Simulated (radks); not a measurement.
Results of a calculation; reference values are marked as such.
Mo IX, configuration [Ar] 3d10 4s2 4p4. Level of theory: scalar-relativistic Kohn-Sham, r2SCAN, spin-polarised, spherical densities, finite nucleus; open shells are filled with parallel spins first (spin-orbit coupling, left out, can overturn this in heavy ions); meta-GGA in the generalised Kohn-Sham scheme; Fermi nuclear charge, rms radius 4.4091 fm (a radial shooting solver on a logarithmic mesh with Libxc functionals).

Unscreened Slater integrals over Kohn-Sham orbitals (hartree). They are taken over the spin-up orbitals.

\begin{tabular}{lr}
integral & value \\ \hline
F0(4p,4p) & 0.81319 \\
F2(4p,4p) & 0.43412 \\
F0(4p,4s) & 0.83859 \\
G1(4p,4s) & 0.57586 \\
F0(4p,3d) & 1.0400 \\
F2(4p,3d) & 0.25925 \\
G1(4p,3d) & 0.085604 \\
G3(4p,3d) & 0.083169 \\
F0(4s,4s) & 0.86727 \\
F0(4s,3d) & 1.0954 \\
G2(4s,3d) & 0.095457 \\
F0(3d,3d) & 2.2068 \\
F2(3d,3d) & 1.0891 \\
F4(3d,3d) & 0.69243 \\
\end{tabular}

Derived for the open shells (J is the average intra-shell exchange parameter used in DFT+U). 4p: J = F2/5 = 0.08682 hartree.
